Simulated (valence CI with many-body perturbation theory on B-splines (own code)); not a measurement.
**Questions on Ir⁶³⁺**

Level of theory: configuration interaction combined with many-body perturbation theory (CI+MBPT): four valence electrons over a frozen Dirac-Fock core [Ne], a basis of 9 s, 9 p, 8 d, 6 f, 3 g, 1 h functions for each j, with the one-electron correlation potential Σ1 (screened to all orders), the two-electron term Σ2, the three-electron term Σ3, Breit, model QED; selected single and double excitations, second order for the rest, scaled by the run's own slope (own B-spline code, finite nucleus).

The last digits are not significant, and no measured levels were compared; by estimate large intervals hold to a few tenths of a per cent, small ones and those within an open d or f shell to about a per cent.

Levels are named by their leading jj configuration (3d3/2^4 stands for four electrons in 3d with j = 3/2), which in mixed levels can hold well under half, so a name can repeat and another be missing.

Rates and lifetimes use the calculated energies. Strong lines usually hold to 10 to 20 %, long lifetimes can be off by a factor of two.

(1) What is the ground level?

(2) What is the ionisation energy?

(3) Name the longest-lived excited levels whose lifetime is computed, and their main decay.

(4) How well does LS coupling describe the low levels?

(5) What are the static dipole polarisabilities of the lowest levels?

(6) Where does the other parity begin?

Results:

(1) (3s^2 3p1/2^2) J=0, composition 68 % 3s²3p² ³P + 31 % 3s²3p² ¹S.

(2) 7275.4 eV; NIST lists 7274 ± 19 eV (theoretical).

(3) (3s^2 3p1/2 3p3/2) J=2 at 432.5 eV lives 102 ns, mostly by E2 to (3s^2 3p1/2^2) J=0; (3s^2 3p1/2 3p3/2) J=1 at 422.7 eV lives 2.11 ns, mostly by M1 to (3s^2 3p1/2^2) J=0.

(4) Among the lowest 20 levels the leading LS term, summed over configurations, holds 58 % on average. For single configurations the figures are 55 % in LS and 93 % in jj coupling. Terms mix most in the J = 2 level at 966.9 eV, where the leading one holds 27 %.

(5) (3s^2 3p1/2^2) J=0 0.00182 bohr³, of which the core gives 3.70e-05.

(6) At (3s 3p1/2^2 3p3/2) J=2, 602.9 eV.
